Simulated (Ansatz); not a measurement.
Molecule: CH₅S₂Si (charge 0, doublet). It need not be the lowest isomer of its formula. SMILES: S[Si](S)C
Structure (B3LYP-D3(BJ)/def2-TZVP (Ansatz, a quantum-chemistry and plane-wave program) minimum search):
```xyz
9

C     -2.0606    -0.3335     0.1833
Si    -0.2925    -0.3118    -0.4540
S      0.8758    -1.2865     1.0686
S      0.4404     1.6826    -0.8570
H     -2.7285     0.1128    -0.5538
H     -2.1336     0.2429     1.1091
H     -2.3863    -1.3564     0.3797
H      2.0601    -1.0039     0.5004
H      0.5876     2.0338     0.4356
```
Charge 0, spin multiplicity 2.

Computed values are from Ansatz. Cores are frozen in the correlated levels unless marked. UHF or UKS for open shells. No spin-orbit coupling. Non-relativistic. CBS marks a two-point X^-3 extrapolation of the correlation energy; Hartree-Fock from the larger set.

### Question
What is the T1 diagnostic at CCSD/cc-pV(Q+d)Z?

### Answer
0.014.

### Question
What is the dipole moment at CCSD(T)/aug-cc-pV(D+d)Z?

### Answer
0.81 D.

### Question
What is the total energy at CCSD(T)/CBS(cc-pV(T+d)Z,cc-pV(Q+d)Z)?

### Answer
-1125.7002 Eh.

### Question
What is the atomisation energy De at CCSD(T)/CBS(cc-pV(T+d)Z,cc-pV(Q+d)Z)?

### Answer
703.4 kcal/mol.
